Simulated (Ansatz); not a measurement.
`C[CH2][Al]([CH3])[SH]` → `[CH3][AlH][SH]` + ethylene at 400 K and 1 bar (β-hydride elimination).

Calculated with Ansatz (gas phase, PBE0-D4/def2-TZVP geometries, no zero-point term in ΔE). CBS: MP2 limit from def2 TZ/QZ plus the TZ coupled-cluster correction, frozen cores. This one scheme is used for every species. Each species was taken in one conformer, which may not be the lowest.

| species | CCSD(T)/CBS energy (Eh) | H − E (kJ/mol) | S (J/(mol·K)) |
| --- | --- | --- | --- |
| `C[CH2][Al]([CH3])[SH]` | -759.42988 | 330.1 | 440.5 |
| `[CH3][AlH][SH]` | -680.89694 | 163.7 | 347.3 |
| `C=C` | -78.48111 | 149.4 | 232.7 |

H − E and S are ideal-gas, rigid-rotor, harmonic terms from PBE0-D4/def2-TZVP, for one conformer and one mirror image of each species. 1 Eh = 2625.50 kJ/mol, R = 8.31446 J/(mol·K).

Task: By hand: ΔE, ΔH, ΔS and ΔG.

Result: ΔE = (-680.89694) + (-78.48111) − (-759.42988) = 0.05183 Eh = 136.1 kJ/mol. Δ(H − E) = 163.7 + 149.4 − 330.1 = -17.0, so ΔH = 119.1 kJ/mol. ΔS = 347.3 + 232.7 − 440.5 = 139.5 J/(mol·K). ΔG = 119.1 − 400 × (139.5)/1000 = 63.3 kJ/mol.

Task: By hand: the equilibrium constant, and the temperature at which ΔG would vanish if ΔH and ΔS stayed fixed.

Result: log₁₀ K = −ΔG/(RT ln 10) = -8.3. ΔG = 0 at ΔH/ΔS = 854 K.

The number of gas molecules changes by +1, which sets the sign of ΔS. A doubt of 5 kJ/mol in ΔE shifts log₁₀ K by 0.7 here. Other conformers and mirror images would add mixing entropy, several J/(mol·K) or more a flexible species. Modes under 60 cm⁻¹, often nearly free rotors, make the harmonic entropy too high. These are equilibria of isolated gas molecules and say nothing of rates. Largest T1 diagnostic: 0.011 (customary marks: 0.02 for closed shells, 0.045 for open ones).
